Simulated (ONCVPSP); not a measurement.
Before and after: ONCV potential for scandium (Sc)

```
Element                 : Sc (Z = 21)
Generator               : ONCVPSP 4.0.1
Type                    : optimised norm-conserving Vanderbilt (ONCV)
Functional              : PBE
Relativity              : scalar-relativistic
Frozen core             : [Ar]
Valence charge          : 3
Reference configuration : 3d1 4s1 (charge +1)
Partial waves           : 4s: rc 2.35 bohr, ncon 4, nbas 7, qcut 3 1/bohr, 1 projector; p scattering state at 0.03 Ha: rc 2.45 bohr, ncon 4, nbas 7, qcut 2.8 1/bohr, 1 projector; 3d: rc 1.80 bohr, ncon 3, nbas 8, qcut 9.5 1/bohr, 2 projectors, debl 0.8 Ha
Local potential         : polynomial inside 1.60 bohr (lpopt 3, dvloc0 4 Ha)
Core correction         : polynomial model core, fcfact 0.25
```

In the p channel the program set the typed energies aside and used 0.050 Ha.

Change: d: rc 1.38; local potential polynomial inside 1.38 bohr (lpopt 3, dvloc0 4 Ha).

Cutoffs: the cutoffs (Ha) at which the residual kinetic energy of the hardest occupied pseudo-wave falls to 1 and 0.1 mHa per electron; they do not see the model core or the augmentation charge, which bear on the density cutoff. Errors are all-electron minus pseudo energies relative to the spin-unpolarised reference configuration.

Task: How do hardness, ghosts and transferability respond?

Result: The potential gets harder (29 Ha and 34 Ha → 36 Ha and 41 Ha); the lowest positive-energy flag moves from none to s at 0.2 eV; of the 4 tests that both files solve, the error grows in 2 and shrinks in 1 by more than 15 % and 0.3 meV (median size 18.6 → 9.1 meV); neither file shows a bound ghost. A smaller radius makes the pseudo-wave follow the all-electron one further in, where it bends more sharply, so more plane waves are needed.

| quantity | base | changed |
| --- | --- | --- |
| cutoff, loose | 29 Ha | 36 Ha |
| cutoff, tight | 34 Ha | 41 Ha |
| loose cutoff by channel | s 4.5 Ha, d 29 Ha | s 4.5 Ha, d 36 Ha |
| bound ghosts | none | none |
| GHOST(+) flags under 300 eV | none | s at 0.2 eV |
| error for 3d1 4s2, meV [ΔE -6.90 eV] | +10 | +14 |
| error for 3d1 4s0, meV [ΔE 12.77 eV] | +27 | +26 |
| error for 3d1 4s1.5, meV [ΔE -4.14 eV] | +3.6 | +4.6 |
| error for 3d0 4s2, meV [ΔE 1.48 eV] | -43 | +2.0 |
| s: phases at 2.39 bohr within 0.05 rad from the reference energy up to (Ha; the scan ends near 5) | -0.0 | -0.2 |
| p: phases at 2.49 bohr within 0.05 rad from the reference energy up to (Ha; the scan ends near 5) | 0.4 | 0.3 |
| rms error of d²Exc/dni dnj with the model core, mHa | 17.38 | 17.69 |
